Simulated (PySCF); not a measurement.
**BeO at RHF-CCSD**

Computed with RHF-CCSD; basis Be aug-cc-pVDZ, O aug-cc-pVDZ; no relativity; PySCF 2.14.

```
state                          : ¹Σ⁺ (singlet), closed shell
bond length                    : 1.343 Å
harmonic wavenumber            : 1494 cm⁻¹
force constant                 : 7.58 mdyn/Å
rotational constant Be         : 1.622 cm⁻¹
anharmonicity ωexe             : 11.5 cm⁻¹
vibration–rotation constant αe : 0.0181 cm⁻¹
well depth De to Be + O        : 3.59 eV
dissociation energy D0         : 3.50 eV
```

Correlated steps freeze 1 core orbital. Correlated levels converge slowly with the basis: in double zeta they bind strong bonds too weakly, by up to about 1 eV, and carry superposition errors of some tenths. Where the molecule has an RHF reference, its open-shell atoms are computed with UHF. The CCSD T1 diagnostic is raised, a sign that a single reference may not be enough here.
